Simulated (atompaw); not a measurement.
# How hard is this lithium (Li) PAW (atompaw) potential?

* Element: Li
* Generator: atompaw 4.2.0.5
* Type: PAW
* Functional: PBE
* Relativity: scalar-relativistic
* Frozen core: [He]
* Valence charge: 1
* Reference configuration: 2s1 2p0
* Partial waves: 2s (bound): rc 3.00 bohr; 2s channel at 4.4 Ry: rc 2.35 bohr; 2p (bound, empty): rc 3.00 bohr; 2p channel at 0.55 Ry: rc 3.00 bohr
* Local potential: bessel scheme, radius 2.10 bohr
* Core correction: smooth core density matched at 2.95 bohr
* Augmentation charge: sinc compensation charge, radius 2.80 bohr; PAW radius 3.00 bohr; waves and projectors: custom polynom2 7 10 vanderbiltortho

The pseudo-atom Hamiltonian at the reference potential is diagonalised in spherical Bessel functions j_l(qr) that vanish at 20 bohr, with q² up to the cutoff. All-electron valence levels (Ry): 2s -0.2112, 2p -0.0801.

Q: How do the lowest levels (Ry) of each channel move with the cutoff, and are there ghosts?

A:

```json
{"cutoff (Ry)": "8", "s #1": "-0.2112", "s #2": "0.0051", "p #1": "-0.0796", "p #2": "0.0385", "d #1": "0.0439", "d #2": "0.1357", "f #1": "0.0982", "f #2": "0.2207", "Σ f·Δε (mRy)": "0.1"}
{"cutoff (Ry)": "10", "s #1": "-0.2112", "s #2": "0.0051", "p #1": "-0.0798", "p #2": "0.0385", "d #1": "0.0439", "d #2": "0.1357", "f #1": "0.0982", "f #2": "0.2207", "Σ f·Δε (mRy)": "0.0"}
{"cutoff (Ry)": "400", "s #1": "-0.2112", "s #2": "0.0051", "p #1": "-0.0801", "p #2": "0.0384", "d #1": "0.0439", "d #2": "0.1357", "f #1": "0.0982", "f #2": "0.2207", "Σ f·Δε (mRy)": "0.0"}
```

Result: no extra level below or beside the all-electron valence levels (s, p, d, f tested); 10 mRy is reached at 6 Ry and 1 mRy at 6 Ry.
